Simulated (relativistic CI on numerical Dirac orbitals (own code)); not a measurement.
# Fe7+: resonant inelastic scattering at the M2,3 edge

Computed with this model: Dirac-Coulomb-Breit CI, KLI orbitals optimised for each configuration, model QED, valence Slater integrals scaled by 0.9, Kramers-Heisenberg scattering through one core-hole configuration in a parametric crystal field; configurations [Ar] 3d → [Ne] 3s2 3p5 3d2; 300 K; core-hole width 0.8 eV; summed over polarisations. Incident energies are the highest absorption maxima for each field (at most a few, so the weaker spin-orbit partner edge can be absent), on the computed scale of the free ion. Intensities are in per cent of the strongest line above 0.02 eV; levels within 1 cm⁻¹ are merged; final levels count from the ground level, the first row holds all elastic scattering, lines under 0.4 are left out and each table stops after 24 rows. The scale of the Slater integrals is a model choice and moves the terms in proportion.

Field parameters in Wybourne normalisation: Oh B⁴₀ = 21Dq, B⁴₄ = √(5/14) B⁴₀. The field is a parameter set, without covalency.

S is read from ⟨S²⟩ = S(S + 1).

Oh, 10Dq = 5900 cm⁻¹:

```csv
Final level (eV),Degeneracy,Irrep,S,68.3 eV,74.4 eV,75.5 eV
0.000,4,Γ8,0.50,169.4,131.0,270.7
0.148,2,Γ7,0.50,4.0,12.5,100.0
0.806,4,Γ8,0.50,48.6,70.8,46.7
```

Oh, 10Dq = 13250 cm⁻¹:

| Final level (eV) | Degeneracy | Irrep | S | 68.7 eV | 75.4 eV | 76.8 eV |
| --- | --- | --- | --- | --- | --- | --- |
| 0.000 | 4 | Γ8 | 0.50 | 159.1 | 270.2 | 60.3 |
| 0.140 | 2 | Γ7 | 0.50 | 5.1 | 87.6 | 11.0 |
| 1.701 | 4 | Γ8 | 0.50 | 47.3 | 37.6 | 100.0 |

For the first field the strongest loss at the lowest incident energy is the level at 0.81 eV (S = 0.50, against 0.50 in the thermal ground state).
